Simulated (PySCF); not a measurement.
# TDDFT excited states: CH9ClOSi3

CH9ClOSi3.
SMILES: `[SiH3]O[Si@@H]([SiH3])CCl`

Computed with TDDFT B3LYP/def2-SVPD, vertical, gas phase, core orbitals frozen in the response (PySCF). Isolated species at its GFN2-xTB geometry (one conformer only). Torsions of this conformer, `[SiH3:1][O:2][Si@@H:3]([SiH3:4])[CH2:5][Cl:6]`: Si1–O2–Si3–Si4 48°, O2–Si3–C5–Cl6 -177°.

Q: List the vertical singlet excitations with oscillator strengths and describe the spectrum.

A: 

```csv
state,E (eV),ν̃ (cm⁻¹),f,|μ| (D),"main configurations (H = HOMO, L = LUMO)"
S1,5.91,47700,0.0023,0.32,H→L (97%)
S2,6.25,50430,0.014,0.77,H-1→L (97%)
S3,6.42,51770,0.029,1.09,H→L+1 (97%)
S4,6.61,53350,0.0030,0.34,H-2→L (94%)
S5,6.75,54460,0.026,1.01,H-1→L+1 (94%)
S6,6.94,55970,0.018,0.83,"H-3→L (32%), H→L+3 (24%), H→L+2 (23%)"
S7,6.96,56110,0.0022,0.29,"H→L+2 (48%), H→L+3 (31%), H→L+4 (11%)"
S8,7.06,56940,0.0006,0.15,H-2→L+1 (94%)
```

Triplets (Tamm–Dancoff): T1 5.53 eV, H→L (82%); T2 5.86 eV, H-1→L (73%); T3 5.90 eV, H→L+1 (62%), H-1→L+1 (25%).

The lowest singlet lies at 5.91 eV (210 nm, ultraviolet) and is very weak; its leading configuration is HOMO→LUMO (97%). The most intense listed level is S3 at 6.42 eV (193 nm, f = 0.029), 0.50 eV above S1. Löwdin shares by element: HOMO chlorine 36%, carbon 20%, silicon 12% or more, oxygen 11% (atoms not listed hold the other 21%); LUMO silicon 50%, chlorine 8% (atoms not listed hold the other 42%). The listed states span 1.14 eV, and the widest gap between neighbours is 0.34 eV (S1 to S2). Orbital energies (eV): HOMO-3 -8.88, HOMO-2 -8.33, HOMO-1 -8.08, HOMO -7.69, LUMO -0.85, LUMO+1 -0.43, LUMO+2 0.08. Weighted by f, the mean energy of these states is 6.59 eV. No computed singlet lies in the visible range (380 to 750 nm); the lowest, at 210 nm, stands 2.65 eV above its violet end (3.26 eV). Only the lowest 8 singlets were computed, as vertical energies without vibronic structure.
